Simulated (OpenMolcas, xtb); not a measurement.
## CH6O2Si (SMILES C[SiH](O)O): methods side by side

CH6O2Si has 10 atoms, charge 0, and is taken as a singlet. SMILES: `C[SiH](O)O`. The shape is that of a PBE0-D4/def2-TZVP optimisation. This is one conformer, not always the lowest.

```xyz
10

C    -1.2930    0.3478   -0.1464
Si    0.5175    0.1800    0.2068
O     0.6504   -1.1560    1.1608
O     1.4250    0.0585   -1.1616
H    -1.6811   -0.5498   -0.6356
H    -1.8534    0.4891    0.7808
H    -1.4844    1.2038   -0.7974
H     1.0886    1.3699    0.8847
H     1.5215   -1.3669    1.4998
H     1.1921   -0.6276   -1.7889
```

Each level gives the dipole moment (D). The values are calculated.

```json
{"level": "GFN2-xTB", "kind": "semi-empirical", "program": "xtb", "value (D)": "1.16", "CPU time": "under 2 s"}
{"level": "GFN0-xTB", "kind": "semi-empirical", "program": "xtb", "value (D)": "1.32", "CPU time": "under 2 s"}
{"level": "HF/cc-pVDZ", "kind": "Hartree–Fock", "program": "OpenMolcas", "value (D)": "0.92", "CPU time": "8.9 s"}
{"level": "SVWN5/cc-pVDZ", "kind": "LDA", "program": "OpenMolcas", "value (D)": "1.09", "CPU time": "28 s"}
{"level": "BLYP/cc-pVDZ", "kind": "GGA", "program": "OpenMolcas", "value (D)": "1.05", "CPU time": "39 s"}
{"level": "M06-L/cc-pVDZ", "kind": "meta-GGA", "program": "OpenMolcas", "value (D)": "0.97", "CPU time": "49 s"}
{"level": "M06-2X/cc-pVDZ", "kind": "hybrid meta-GGA", "program": "OpenMolcas", "value (D)": "0.98", "CPU time": "49 s"}
```

The values span 0.92 to 1.32 D. Magnitudes only. Times are those of the runs behind each value, whatever else they computed, on shared processors of several kinds: orders of magnitude only.
